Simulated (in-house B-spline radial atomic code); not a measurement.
## Binding energies in Ho⁶⁺

NIST's tabulated ground configuration is [Kr] 4d10 4f9 5s2 5p4; each binding energy is the energy of the ion with one electron taken from that subshell, relaxed, less that of the parent. Level of theory: Dirac-Hartree-Fock, average of configuration, Fermi nucleus of rms radius 5.2022 fm; calculated with a B-spline radial code for spherical atoms. Energies include first-order Breit, QED and recoil terms.

```
subshell  X-ray name  binding energy (eV)  -ε (eV)  relaxation (eV)
      1s           K              55714.5  56043.3             77.8
      2s          L1               9500.7   9574.4             44.1
      3s          M1               2236.3   2264.6             22.6
   3d3/2          M4               1491.7   1518.1             24.5
   3d5/2          M5               1453.4   1478.7             24.1
      4s          N1                537.8    546.8              7.8
   4d3/2          N4                272.5    279.1              6.4
   4d5/2          N5                265.1    271.4              6.2
      5s          O1                138.3    139.3              0.8
      5p        O2,3                108.1    108.8              0.6
      4f        N6,7                99.14   103.70             4.71
```

Relaxation = -ε minus the binding energy without Breit, QED and recoil terms.

Question: What does it cost to remove both a 1s and a 4f electron?

Answer: 55841 eV, which is 27.78 eV more than the two single binding energies together.

Question: What does it cost to remove both a 3d5/2 and a 5s electron?

Answer: 1612.9 eV, which is 21.22 eV more than the two single binding energies together.

Question: What does it cost to remove both a 4f and a 5s electron?

Answer: 257.75 eV, which is 20.36 eV more than the two single binding energies together.
